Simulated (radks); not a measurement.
Problem. Excited configurations of Ag32+: one electron is placed in a higher orbital outside [Ne] 3s2 3p2. The ground configuration is [Ne] 3s2 3p3. Calculated with a radial shooting solver on a logarithmic mesh with Libxc functionals: non-relativistic Kohn-Sham, BLYP, spin-unpolarised, spherical densities, point nucleus; relativity is left out, which matters for an element this heavy. Excitation = E - E(ground); binding = E(ion) - E, where the ion is the core of charge +33; n* = 33/sqrt(2 binding) in atomic units, and the quantum defect is n - n*.

| outer orbital | excitation (eV) | binding (eV) | n* | quantum defect | eigenvalue (eV) | <r> (bohr) |
|---|---|---|---|---|---|---|
| 3d | 126.58 | 1827.9 | 2.847 | 0.153 | -1787.1 | 0.2832 |
| 4s | 878.44 | 1076.1 | 3.711 | 0.289 | -1058.7 | 0.6298 |
| 4d | 961.58 | 992.90 | 3.863 | 0.137 | -973.97 | 0.5903 |
| 4f | 1000.0 | 954.45 | 3.940 | 0.060 | -932.40 | 0.5216 |
| 5s | 1287.0 | 667.50 | 4.711 | 0.289 | -657.90 | 1.012 |
| 5d | 1327.7 | 626.77 | 4.862 | 0.138 | -616.80 | 0.9870 |
| 5f | 1346.1 | 608.42 | 4.935 | 0.065 | -597.62 | 0.9271 |
| 6d | 1524.0 | 430.49 | 5.867 | 0.133 | -424.06 | 1.479 |
| 6f | 1533.8 | 420.70 | 5.935 | 0.065 | -413.68 | 1.423 |
| 7d | 1640.4 | 314.04 | 6.869 | 0.131 | -309.26 | 2.062 |
| 7f | 1646.4 | 308.08 | 6.935 | 0.065 | -303.24 | 2.011 |

Estimate the row for 7p.

Solution. excitation (eV) 1632.4; binding (eV) 322.07; n* 6.783; quantum defect 0.217; eigenvalue (eV) -317.35; <r> (bohr) 2.069. The Delta-SCF ionisation energy is 1954.5 eV (NIST Atomic Spectra Database: 1979 eV, semi-empirical). Self-interaction in the functional shifts the binding energies and quantum defects, so they are the method's values and not measured ones. Relativity is left out here, which matters for elements this heavy. Spin polarisation and multiplet splitting are left out, so open shells lie too high by an amount that depends on their filling.

Beside tabulated values, note that spin-unpolarised runs miss the spin-polarisation part of the exchange energy of open shells.
